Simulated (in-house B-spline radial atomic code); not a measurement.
Inner-shell binding energies (edges) and X-ray emission energies of free atoms and ions, as differences of relaxed hole-state energies with first-order Breit, QED and recoil terms, without correlation or multiplet splittings, in NIST's listed ground configurations. For neutral atoms such line energies lie within some 1 to 5 eV of tabulated X-ray lines (up to 20 eV for the heaviest). Removing outer electrons raises all edges nearly alike, so lines move far less than edges. K = 1s, L1 = 2s, L2 = 2p1/2, L3 = 2p3/2, M3 = 3p3/2. A dash marks a subshell that is part filled or wasn't run, or a line left out. Computed with an all-electron radial atomic-structure program (B-spline basis): Dirac-Hartree-Fock, average of the configuration, finite nuclei.

```json
{"ion": "Tc", "configuration": "[Kr] 4d5 5s2", "K edge (eV)": "21056", "L1 edge (eV)": "3061.13", "K-L3 (eV)": "18365.4", "K-L2 (eV)": "18248.9", "K-M3 (eV)": "20614.2"}
{"ion": "Tc2+", "configuration": "[Kr] 4d5", "K edge (eV)": "21073.8", "L1 edge (eV)": "3078.7", "K-L3 (eV)": "18365.6", "K-L2 (eV)": "18249.1", "K-M3 (eV)": "20614.5"}
{"ion": "Tc3+", "configuration": "[Kr] 4d4", "K edge (eV)": "21089.9", "L1 edge (eV)": "3094.95", "K-L3 (eV)": "18365.4", "K-L2 (eV)": "18248.9", "K-M3 (eV)": "20614.5"}
{"ion": "Tc4+", "configuration": "[Kr] 4d3", "K edge (eV)": "21107.7", "L1 edge (eV)": "3112.96", "K-L3 (eV)": "18365.2", "K-L2 (eV)": "18248.7", "K-M3 (eV)": "20614.7"}
{"ion": "Tc5+", "configuration": "[Kr] 4d2", "K edge (eV)": "?", "L1 edge (eV)": "?", "K-L3 (eV)": "?", "K-L2 (eV)": "?", "K-M3 (eV)": "?"}
{"ion": "Tc6+", "configuration": "[Kr] 4d1", "K edge (eV)": "?", "L1 edge (eV)": "?", "K-L3 (eV)": "?", "K-L2 (eV)": "?", "K-M3 (eV)": "?"}
{"ion": "Tc7+", "configuration": "[Ar] 3d10 4s2 4p6", "K edge (eV)": "21170.3", "L1 edge (eV)": "3176.38", "K-L3 (eV)": "18364.4", "K-L2 (eV)": "18247.9", "K-M3 (eV)": "20616.1"}
```

Task: Fill in the row of Tc5+.

Result: K edge (eV): 21127; L1 edge (eV): 3132.6; K-L3 (eV): 18364.9; K-L2 (eV): 18248.4; K-M3 (eV): 20615.

Task: Fill in the row of Tc6+.

Result: K edge (eV): 21147.9; L1 edge (eV): 3153.76; K-L3 (eV): 18364.7; K-L2 (eV): 18248.2; K-M3 (eV): 20615.4.
